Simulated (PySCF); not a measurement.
Ta(S)(F)(OH)2 (FH2O2STa), SMILES [S]=[Ta]([OH])([OH])[F], multiplicity 1. Geometry: PBE-D3(BJ)/def2-SVP. The spin state was assumed, not searched. The def2 effective core potentials stand for the cores of Ta; spin–orbit coupling is left out. Other conformers were not sampled.

Computed equilibrium geometry at PBE-D3(BJ)/def2-SVP (PySCF confirms it by a frequency run) as Cartesian coordinates in Å, and its point group (one conformer of several):
point group Cs.
```xyz
7

Ta     0.1668     0.0108     0.0000
S     -2.0168     0.0326     0.0000
F      0.8067     1.7947     0.0000
O      0.7651    -0.9243    -1.5446
H      0.2968    -1.3383    -2.2899
O      0.7651    -0.9243     1.5446
H      0.2968    -1.3383     2.2899
```
